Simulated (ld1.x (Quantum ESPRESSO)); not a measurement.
rhenium, RRKJ: configuration errors across variants

```
Element                 : rhenium
Generator               : ld1.x (Quantum ESPRESSO) 7.5
Type                    : norm-conserving RRKJ (Kleinman–Bylander form)
Functional              : PW91
Relativity              : scalar-relativistic
Frozen core             : [Kr] 4d10
Valence charge          : 29
Reference configuration : 4f14 5s2 5p6 5d5 6s1.5 6p0.5
Partial waves           : 5p (bound): rc 2.00 bohr; 5d (bound): rc 1.55 bohr; 4f (bound): rc 0.80 bohr; 5s (bound): rc 1.20 bohr
Local potential         : the s channel
Core correction         : none
```

Occupied shells without a wave of their own: 6p, 6s. They enter only through the test configuration that unscreens the potential.

All-electron excitation energies from the reference (eV): (1) 4f14 5s2 5p6 5d5 6s2 6p0 -2.357; (2) 4f14 5s2 5p6 5d5 6s1 6p0 6.958; (3) 4f14 5s2 5p6 5d5 6s0 6p0 23.355; (4) 4f14 5s2 5p6 5d6 6s0 6p0 7.109; (5) 4f14 5s2 5p6 5d4 6s0 6p0 50.562; (6) 4f14 5s2 5p6 5d5 6s1.5 6p0 1.456; (7) 4f14 5s2 5p6 5d4 6s2 6p1 2.717.

For the base: The 6p, 6s levels have no wave, so the channel is fitted at the deeper level alone: the likely source of the large errors.

On the changes marked as counting shells twice: ld1.x takes every shell without a wave as core, so the model core holds the marked electrons as well and exchange and correlation see them twice. This cancels in the reference configuration, but the file is broken for other ones, and its errors say nothing about a proper core correction.

Tests that are not counted but printed errors over 1 eV. “all radii scaled by about 1.37 (s 1.64, p 2.74, d 2.12, f 1.10 bohr)”: all (the test run did not reproduce the reference configuration, from which every error is measured).

6 further variants failed, have other tests or another functional or relativity, and are left out.

The file “all radii scaled by about 1.37 (s 1.64, p 2.74, d 2.12, f 1.10 bohr)” misses its own reference levels by 1.9 eV.

Errors AE − PS in meV (a dash: test not solved or not reliable):

```tsv
change	(1)	(2)	(3)	(4)	(5)	(6)	(7)	bound ghosts
base	+67	-160	-485	-337	-665	-35	+150	none
wave 5p (bound): rc 2.00 bohr becomes 5p (bound): rc 1.72 bohr	+75	-142	-456	-322	-621	-22	+136	none
core correction a·sin(br)/r model core inside 0.90 bohr (6p, 6s counted twice)	+66	-247	-894	-506	-1362	-54	+137	none
wave 4f (bound): rc 0.80 bohr becomes 4f (bound): rc 0.74 bohr	+67	-160	-485	-337	-665	-35	+150	none
all radii scaled by about 1.37 (s 1.64, p 2.74, d 2.12, f 1.10 bohr)	–	–	–	–	–	–	–	none
```

Give the same row for: wave 5s (bound): rc 1.20 bohr becomes 5s (bound): rc 1.56 bohr.

+617, -850, -2985, -2187, -3961, -43, +827; bound ghosts: none.
